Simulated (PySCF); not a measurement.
## Electron correlation in Ti¹⁶⁺ (titanium, charge +16)

Starting occupation: [He] 2s2 2p2, 2p1/2 with m_j = -1/2, +1/2. Calculation: PySCF 2.14, in an even-tempered Gaussian basis (17 s from 3.4 bohr⁻², ratio 2.4; 11 p from 4.4 bohr⁻², ratio 2.4; 5 d from 17 bohr⁻², ratio 2.6; 5 f from 25 bohr⁻², ratio 2.6); X2C-1e with screened-nucleus spin-orbit coupling, Gaussian nucleus. Frozen: nothing; 6 electrons correlated; the 28 highest virtual spinors left out.

MP2 pair energies summed by pair of shells (mhartree):

```
 pair  energy  share (%)
2p-2s  -62.69       31.6
2s-2s  -52.51       26.5
1s-1s  -40.67       20.5
1s-2p  -16.61        8.4
2p-2p  -13.92        7.0
1s-2s  -11.86        6.0
```

Total MP2 correlation energy: -198.26 mhartree.

The GHF reference relaxed away from the jj start to a determinant that is no pure jj level (⟨S²⟩ = 1.90, ⟨J²⟩ = 1.20); the energies belong to that determinant.
